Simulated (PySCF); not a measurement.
BrPb (SMILES [Br][Pb]), doublet, at a GFN2-xTB geometry (such geometries of metal compounds can be far from the true shape) (the spin is typed, not shown lowest) (core potentials on Pb), with bond 1-2 at 1.4 times its length. Base run: CASSCF(3,3)/def2-SVP (PySCF).

Here is a job for PySCF.
```python
from pyscf import gto, scf, mcscf
import numpy

mol = gto.M(
    atom='''
Pb    0.00000000    0.00000000   -1.83675443
Br    0.00000000    0.00000000    1.84124527
''',
    basis='def2-svp',
    ecp={'Pb': 'def2-svp'},
    spin=1,
    verbose=4,
)

mf = scf.ROHF(mol)
mf.kernel()
mc = mcscf.CASSCF(mf, 3, 3)
mc.fix_spin_(ss=0.75)
mc.kernel()
occ = numpy.linalg.eigvalsh(mc.fcisolver.make_rdm1(mc.ci, mc.ncas, mc.nelecas))[::-1]
ss = mc.fcisolver.spin_square(mc.ci, mc.ncas, mc.nelecas)[0]
print('natural occupations', occ.round(4), ' <S^2>', round(ss, 4))
```

Each row names what was changed in the base input (with any setting that the change needs).

```
change                                            ΔE vs base (kcal/mol)                           natural occupations  <S^2> of the state  core-seconds (rough)
------------------------------------------------  ---------------------  --------------------------------------------  ------------------  --------------------
base                                                              0.000                                1.98 1.00 0.02                0.75                     5
active space = 9 electrons, 7 orbitals                           -10.88            2.00 1.99 1.98 1.89 1.00 0.11 0.03                0.75                     4
active space = 5 electrons, 6 orbitals                           -14.83                 1.98 1.92 1.00 0.07 0.01 0.01                0.75                     7
active space = 5 electrons, 7 orbitals                           -18.56            1.98 1.92 1.00 0.07 0.01 0.01 0.01                0.75                     8
fix_spin_ = off                                                   0.000                                1.98 1.00 0.02                0.75                     6
orbitals = fixed (CASCI); correction = SC-NEVPT2                 -204.4                                2.00 1.00 0.00                0.75                   0.8
active space = 7 electrons, 9 orbitals                           -42.91  1.97 1.97 1.97 1.00 0.02 0.02 0.02 0.01 0.01                0.75                    20
solver = newton                                                   0.000                                1.98 1.00 0.02                0.75                     4
active space = 3 electrons, 5 orbitals                            -5.60                      1.91 1.00 0.09 0.00 0.00                0.75                     5
state_average = 2 states                                           2.69                                             -                   -                     9
conv_tol = 1e-5                                                    6.48                                2.00 1.00 0.00                0.75                   0.8
```

Active orbitals are taken around the Fermi level unless the row says otherwise; CASSCF can end in different local minima, and two programs can end on different orbitals. State-averaged rows give the lowest state.

Open shells are given as the SCF converged; they aren't shown to be the lowest states, and a large step between rows can be another state.
